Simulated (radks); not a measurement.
Question: The mean radii <r> (bohr) of the occupied orbitals of an atom or ion are listed with their occupations. Calculated with a radial shooting solver on a logarithmic mesh with Libxc functionals: scalar-relativistic Kohn-Sham, PBE, spin-unpolarised, spherical densities, finite nucleus; Fermi nuclear charge, rms radius of each element as measured or else 0.836 A^(1/3) + 0.57 fm.

| orbital | occ. | <r> |
|---|---|---|
| 1s | 2 | 0.08572 |
| 2s | 2 | 0.4133 |
| 2p | 6 | 0.3756 |
| 3s | 2 | 1.291 |
| 3p | 3 | 1.396 |

Name the element and its charge.

Answer: Z = 18, argon, charge +3: Ar3+ in [Ne] 3s2 3p3. The 1s radius gives Z: for a bare nucleus <r> = (2 gamma + 1)/(2Z) with gamma = sqrt(1 - (Z/c)^2), 0.08285 bohr for Z = 18, and screening makes it slightly larger (0.08572 here). The occupations add up to 15, and the charge is Z minus that.
